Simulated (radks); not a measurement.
Valence configurations of Tl III (all share [Xe]). Calculated with a radial shooting solver on a logarithmic mesh with Libxc functionals: non-relativistic Kohn-Sham, SCAN, spin-polarised, spherical densities, point nucleus; open shells are filled with parallel spins first (spin-orbit coupling, left out, can overturn this in heavy ions); meta-GGA in the generalised Kohn-Sham scheme; relativity is left out, which matters for an element this heavy. Energies are relative to 4f14 5d10 6s1; eigenvalues in eV for spin up.

[
 {"valence": "4f14 5d10 6s1", "E (eV)": "0.000", "moment (Bohr magnetons)": "1", "e(4f)": "-149.49", "e(5d)": "-35.555", "e(6p)": "-", "e(6s)": "-22.793"},
 {"valence": "4f14 5d10 6s0.5 6p0.5", "E (eV)": "3.437", "moment (Bohr magnetons)": "1", "e(4f)": "-150.10", "e(5d)": "-36.121", "e(6p)": "-16.277", "e(6s)": "-23.024"},
 {"valence": "4f14 5d9.5 6s1 6p0.5", "E (eV)": "9.948", "moment (Bohr magnetons)": "2", "e(4f)": "-152.86", "e(5d)": "-38.338", "e(6p)": "-17.149", "e(6s)": "-24.187"},
 {"valence": "4f14 5d9 6s1 6p1", "E (eV)": "20.428", "moment (Bohr magnetons)": "3", "e(4f)": "-156.21", "e(5d)": "-41.073", "e(6p)": "-18.251", "e(6s)": "-25.546"},
 {"valence": "4f13.5 5d10 6s1 6p0.5", "E (eV)": "68.844", "moment (Bohr magnetons)": "2", "e(4f)": "-159.99", "e(5d)": "-39.049", "e(6p)": "-17.195", "e(6s)": "-24.256"},
 {"valence": "4f13 5d10 6s1 6p1", "E (eV)": "141.93", "moment (Bohr magnetons)": "3", "e(4f)": "-170.64", "e(5d)": "-42.579", "e(6p)": "-18.389", "e(6s)": "-25.762"},
 {"valence": "4f13 5d10 6p2", "E (eV)": "149.27", "moment (Bohr magnetons)": "3", "e(4f)": "-171.82", "e(5d)": "-43.648", "e(6p)": "-18.900", "e(6s)": "-"},
 {"valence": "4f12 5d10 6s1 6p2", "E (eV)": "301.05", "moment (Bohr magnetons)": "5", "e(4f)": "-192.41", "e(5d)": "-49.739", "e(6p)": "-20.670", "e(6s)": "-28.699"}
]

NIST lists [Xe] 4f14 5d10 6s1 as the ground configuration; this level of theory agrees among the configurations tried. The energies are those of spherical high-spin densities, not of single terms. No valid solution was reached for [Xe] 4f13 5d10 6s2; [Xe] 4f14 5d9 6s2. Relativity is left out, which favours d and f over s occupation in heavy atoms.
